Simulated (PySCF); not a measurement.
```xyz
4
charge 0 multiplicity 5, angstrom
Tc   -0.1864    0.0000    0.0000
Cl    2.0436    0.0000    0.0000
Cl   -0.7581    2.2030    0.0000
Cl   -0.7582   -2.2030    0.0000
```

Computed with PySCF, UPBE0, basis Tc def2-SVP with ECP28, Cl def2-SVP (scalar-relativistic core potentials, no spin–orbit coupling, density fitting).

This geometry of TcCl3 is a stationary point at this level.

**Question.** What is the point group?

**Answer.** C2v.

**Question.** Is it a minimum?

**Answer.** Yes: all harmonic wavenumbers are real.

**Question.** List the harmonic modes with their infrared intensities.

**Answer.** 
```csv
symmetry,ω (cm⁻¹),IR (km/mol)
b2,73,0.4
b1,88,9.2
a1,100,2.4
a1,362,1.7
a1,417,42.4
b2,424,126
```

**Question.** What are the dipole moment and the gap between the highest occupied and lowest empty levels of either spin?

**Answer.** 0.97 D and 3.34 eV.

In C2v the vibrations span 2b2 + b1 + 3a1. Here b1 is antisymmetric to the molecular plane and b2 lies in it.

Other isomers or separated fragments may lie lower. With open d or f shells other occupations or spin states may lie lower.
